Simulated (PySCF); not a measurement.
A calculated (UHF, PySCF 2.14, 6-31G*, the non-relativistic Hamiltonian (point nucleus)) atom or ion has these occupied shells.

```json
{"shell": "1s α", "electrons": "1", "orbital energy (eV)": "-6544.6", "rms radius, mean of both spins (bohr)": "0.0713"}
{"shell": "1s β", "electrons": "1", "orbital energy (eV)": "-6544.5", "rms radius, mean of both spins (bohr)": "0.0713"}
{"shell": "2s α", "electrons": "1", "orbital energy (eV)": "-793.72", "rms radius, mean of both spins (bohr)": "0.305"}
{"shell": "2s β", "electrons": "1", "orbital energy (eV)": "-790.11", "rms radius, mean of both spins (bohr)": "0.305"}
{"shell": "2p α", "electrons": "3", "orbital energy (eV)": "-676.80", "rms radius, mean of both spins (bohr)": "0.274"}
{"shell": "2p β", "electrons": "3", "orbital energy (eV)": "-673.26", "rms radius, mean of both spins (bohr)": "0.274"}
{"shell": "3s α", "electrons": "1", "orbital energy (eV)": "-109.10", "rms radius, mean of both spins (bohr)": "0.924"}
{"shell": "3s β", "electrons": "1", "orbital energy (eV)": "-97.957", "rms radius, mean of both spins (bohr)": "0.924"}
{"shell": "3p α", "electrons": "3", "orbital energy (eV)": "-73.938", "rms radius, mean of both spins (bohr)": "0.993"}
{"shell": "3p β", "electrons": "3", "orbital energy (eV)": "-60.391", "rms radius, mean of both spins (bohr)": "0.993"}
{"shell": "3d α", "electrons": "5", "orbital energy (eV)": "-16.864", "rms radius, mean of both spins (bohr)": "1.24"}
{"shell": "4s α", "electrons": "1", "orbital energy (eV)": "-7.254", "rms radius, mean of both spins (bohr)": "3.69"}
{"shell": "4s β", "electrons": "1", "orbital energy (eV)": "-6.102", "rms radius, mean of both spins (bohr)": "3.69"}
```

Task: Name the element and its charge.

Result: Mn (manganese, neutral), in [Ar] 3d5 4s2, high-spin 6S determinant.
